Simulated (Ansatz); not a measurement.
`C[Si](C)(S)S` + H–F → `C[Si](C)(F)S` + H₂S at 700 K and 1 bar (ligand exchange at the Si–S bond).

Program: Ansatz. Geometries: PBE0-D4/def2-TZVP. ΔE: electronic, gas phase. CBS: MP2 limit from def2 TZ/QZ plus the TZ coupled-cluster correction, frozen cores. This one scheme is used for every species. Each species was taken in one conformer, which may not be the lowest.

| species | CCSD(T)/CBS energy (Eh) | H − E (kJ/mol) | S (J/(mol·K)) |
| --- | --- | --- | --- |
| `C[Si](C)(S)S` | -1165.64703 | 345.1 | 539.5 |
| H–F | -100.39570 | 45.2 | 198.5 |
| `C[Si](C)(F)S` | -867.09893 | 317.1 | 509.2 |
| H₂S | -398.97279 | 64.8 | 236.9 |

H − E and S are ideal-gas, rigid-rotor, harmonic terms from PBE0-D4/def2-TZVP, for one conformer and one mirror image of each species. 1 Eh = 2625.50 kJ/mol, R = 8.31446 J/(mol·K).

**Question.** By hand: ΔE, ΔH, ΔS and ΔG.

**Answer.** ΔE = (-867.09893) + (-398.97279) − (-1165.64703) − (-100.39570) = -0.02899 Eh = -76.1 kJ/mol. Δ(H − E) = 317.1 + 64.8 − 345.1 − 45.2 = -8.4, so ΔH = -84.5 kJ/mol. ΔS = 509.2 + 236.9 − 539.5 − 198.5 = 8.1 J/(mol·K). ΔG = -84.5 − 700 × (8.1)/1000 = -90.2 kJ/mol.

**Question.** By hand: the equilibrium constant, and the temperature at which ΔG would vanish if ΔH and ΔS stayed fixed.

**Answer.** log₁₀ K = −ΔG/(RT ln 10) = 6.7. ΔH and −TΔS have one sign here, so there is no such temperature.

The number of gas molecules stays the same, so ΔS is small and ΔH decides. A doubt of 5 kJ/mol in ΔE shifts log₁₀ K by 0.4 here. Other conformers and mirror images would add mixing entropy, several J/(mol·K) or more a flexible species. These are equilibria of isolated gas molecules and say nothing of rates. Largest T1 diagnostic: 0.011 (customary marks: 0.02 for closed shells, 0.045 for open ones).

ΔS is within the doubt of such terms, so its sign, and with it that verdict, could turn.
